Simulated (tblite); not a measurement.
Compound: C₆H₅N₃.
Structure used (GFN2-xTB), in Å, numbered top down from 1:
```xyz
14
C6H5N3 angstrom
C     -2.054   -1.444    0.471
C     -1.462   -0.347    0.026
N     -0.085   -0.162    0.064
N      0.749   -1.068    0.549
C      1.964   -0.569    0.430
C      1.935    0.704   -0.150
C      0.589    0.945   -0.378
C     -0.047    2.058   -0.939
N     -0.568    2.971   -1.399
H     -1.476   -2.249    0.889
H     -3.121   -1.555    0.426
H     -1.996    0.491   -0.402
H      2.815   -1.129    0.761
H      2.757    1.353   -0.371
```

All values are computed: GFN2-xTB (tblite) harmonic vibrations without scaling, gas phase. Against measured fundamentals such values can be off by several per cent, at times by over 20. One conformer, not necessarily the lowest.

Harmonic wavenumbers (cm⁻¹): 101.1, 121.4, 145.8, 225.9, 231.1, 433.6, 465.4, 545.1, 594.0, 612.5, 624.7, 695.5, 732.6, 808.9, 853.4, 869.9, 906.3, 995.4, 1024.1, 1038.5, 1090.3, 1185.4, 1268.0, 1325.3, 1349.8, 1358.9, 1387.3, 1439.5, 1524.4, 1680.0, 2367.0, 3076.5, 3130.3, 3170.8, 3178.9, 3193.6.

A = 2368, B = 1761, C = 1010 MHz; mass 119.048 u (most abundant isotopes); point group Cs, symmetry number 1.

Problem. What is the zero-point energy?

Solution. ½Σν̃ = 21876 cm⁻¹ = 62.55 kcal/mol.

Problem. Give the ideal-gas entropy at 298.15 K and 1 bar in the rigid-rotor, harmonic-oscillator model (classical rotation).

Solution. Translation 40.26, rotation 28.73, vibration 18.23: S = 87.2 cal/(mol K).

Problem. And Cp and H(298.15 K) − H(0)?

Solution. Cp = 30.51 cal/(mol K), of which vibrations give 22.56 (their classical limit is 36 R = 71.5); H(298.15 K) − H(0) = 5.49 kcal/mol without the zero-point energy, 3.12 from vibrations.

Problem. Which modes carry the vibrational entropy at 298.15 K?

Solution. 101.1 cm⁻¹: 3.43; 121.4 cm⁻¹: 3.08; 145.8 cm⁻¹: 2.73; 225.9 cm⁻¹: 1.91; 231.1 cm⁻¹: 1.87; 433.6 cm⁻¹: 0.85 cal/(mol K); the other 30 give 4.36 together.

Problem. Blend soft modes into free rotors: weight 1/[1 + (100 cm⁻¹/ν̃)⁴] for the oscillator and the rest for a rotor with moment μB/(μ + B), μ = h/(8π²ν), B = 10⁻⁴⁴ kg m². What vibrational entropy results?

Solution. 17.78 cal/(mol K) in place of 18.23, which changes −T·S at 298.15 K by +0.13 kcal/mol.

Problem. How do the functions run with temperature in this model?

Solution. 
```tsv
T (K)	S (cal/(mol K))	Cp (cal/(mol K))	H − H(0) (kcal/mol)	G − H(0) (kcal/mol)	ln q(vib)
50	55.7	10.5	0.43	-2.35	0.10
100	64.4	14.7	1.07	-5.37	0.67
373.15	94.7	36.5	8.01	-27.34	5.25
500	106.6	44.8	13.19	-40.12	7.59
750	127.0	55.7	25.88	-69.41	12.16
1000	144.1	62.4	40.71	-103.36	16.45
```

q(vib) and H(0) count from the zero-point level.

Problem. What must be added to the electronic energy to get the Gibbs energy at 298.15 K and 1 bar?

Solution. ZPE + [H(298.15 K) − H(0)] − T·S = 62.55 + 5.49 − 26.00 = 42.04 kcal/mol.

Hindered rotation and anharmonicity are outside this model. Other conformers, if any are populated, would add a mixing term that is left out.

Time: 0.31 s wall. Hardware: an Arm Neoverse V2 with one thread, shared host with 96 logical CPUs at a one-minute load of 20. The figure is for the frequency step alone.
